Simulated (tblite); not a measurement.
C₃H₈OSi₂.
Geometry (GFN2-xTB, Å), atoms numbered from 1 in this order:
```xyz
14
C3H8OSi2 angstrom
O      3.1716   -1.2047   -0.3892
C      2.0773   -0.7611   -0.6279
Si     0.7497   -0.3574    0.6884
C      0.0279    1.3907    0.3501
Si    -1.6044    0.6586   -0.3519
C     -0.9515   -1.0760    0.1578
H      1.7983   -0.5565   -1.6872
H      1.2618   -0.6642    2.0223
H     -0.1145    1.9769    1.2539
H      0.5964    2.0148   -0.3344
H     -1.7608    0.8259   -1.7980
H     -2.8185    1.0924    0.3405
H     -0.9318   -1.8236   -0.6309
H     -1.5023   -1.5163    0.9843
```

Level: GFN2-xTB in tblite, geometry and Hessian alike; calculated harmonic values, unscaled, isolated species. The method is semi-empirical: single wavenumbers can be off by several per cent or more. Modes of hydrogen on silicon can be 10 to 20 % off. One conformer, not necessarily the lowest.

Harmonic wavenumbers (cm⁻¹): 44.4, 56.7, 151.8, 155.9, 283.4, 384.4, 438.6, 483.1, 523.0, 574.6, 601.5, 608.9, 662.1, 675.2, 693.1, 723.1, 728.8, 751.6, 788.4, 788.7, 912.6, 954.8, 1076.9, 1088.1, 1362.9, 1460.4, 1461.3, 1744.7, 2243.0, 2255.7, 2274.4, 2657.7, 3008.5, 3011.4, 3020.0, 3020.7.

A = 5205, B = 1273, C = 1213 MHz; mass 116.011 u (most abundant isotopes); point group Cs, symmetry number 1.

Q: Zero-point energy?

A: ½Σν̃ = 20835 cm⁻¹ = 59.57 kcal/mol.

Q: What is S at 298.15 K and 1 bar for an ideal gas of classical rigid rotors and harmonic oscillators?

A: Translation 40.19, rotation 28.08, vibration 23.59: S = 91.9 cal/(mol K).

Q: And Cp and H(298.15 K) − H(0)?

A: Cp = 34.01 cal/(mol K), of which vibrations give 26.06 (their classical limit is 36 R = 71.5); H(298.15 K) − H(0) = 6.08 kcal/mol without the zero-point energy, 3.71 from vibrations.

Q: Which modes carry the vibrational entropy at 298.15 K?

A: 44.4 cm⁻¹: 5.05; 56.7 cm⁻¹: 4.57; 151.8 cm⁻¹: 2.65; 155.9 cm⁻¹: 2.60; 283.4 cm⁻¹: 1.51; 384.4 cm⁻¹: 1.02 cal/(mol K); the other 30 give 6.19 together.

Q: What must be added to the electronic energy to get the Gibbs energy at 298.15 K and 1 bar?

A: ZPE + [H(298.15 K) − H(0)] − T·S = 59.57 + 6.08 − 27.39 = 38.26 kcal/mol.

Q: Blend soft modes into free rotors: weight 1/[1 + (100 cm⁻¹/ν̃)⁴] for the oscillator and the rest for a rotor with moment μB/(μ + B), μ = h/(8π²ν), B = 10⁻⁴⁴ kg m². What vibrational entropy results?

A: 21.17 cal/(mol K) in place of 23.59, which changes −T·S at 298.15 K by +0.72 kcal/mol.

Hindered rotation and anharmonicity are outside this model. Other conformers, if any are populated, would add a mixing term that is left out.

Hardware: one thread of an Arm Neoverse N1, shared host. Cost: 0.73 s wall. This covers the Hessian and the dipole derivatives.
